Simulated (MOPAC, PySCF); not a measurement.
CH₄Si, SMILES `C=[SiH2]`, neutral singlet in the gas phase. 

Cartesian coordinates (Å):
```xyz
6

C     -0.7703    -0.4243     0.2791
Si     0.6497     0.3579    -0.2354
H     -1.0390    -1.4161    -0.0609
H     -1.4660     0.0362     0.9685
H      1.0234     1.7073     0.2220
H      1.6021    -0.2609    -1.1733
```
Charge 0, multiplicity 1.

All levels are single points at this geometry (B3LYP-D3(BJ)/def2-TZVP); Pople sets use spherical d functions. Orbital energies aren't observables, and empty levels follow the basis.

PM3 in MOPAC gives dipole (D) = 0.01.

Problem. Estimate the dipole (D) from each of these levels: B3LYP-D3(BJ)/def2-TZVP in PySCF; PBE-D3(BJ)/def2-TZVP in PySCF; B3LYP/3-21G in PySCF; B3LYP/6-311+G** in PySCF; B3LYP/6-31G* in PySCF; B3LYP/LANL2DZ in PySCF; BP86/6-31G* in PySCF; HF/3-21G in PySCF; HF/STO-3G in PySCF; AM1 in MOPAC; PM6 in MOPAC; PM7 in MOPAC.

Solution. 
| level | dipole (D) |
|---|---|
| B3LYP-D3(BJ)/def2-TZVP in PySCF | 0.75 |
| PBE-D3(BJ)/def2-TZVP in PySCF | 0.61 |
| B3LYP/3-21G in PySCF | 0.20 |
| B3LYP/6-311+G** in PySCF | 0.78 |
| B3LYP/6-31G* in PySCF | 0.35 |
| B3LYP/LANL2DZ in PySCF | 0.47 |
| BP86/6-31G* in PySCF | 0.24 |
| HF/3-21G in PySCF | 0.43 |
| HF/STO-3G in PySCF | 1.17 |
| AM1 in MOPAC | 0.17 |
| PM6 in MOPAC | 2.30 |
| PM7 in MOPAC | 0.14 |
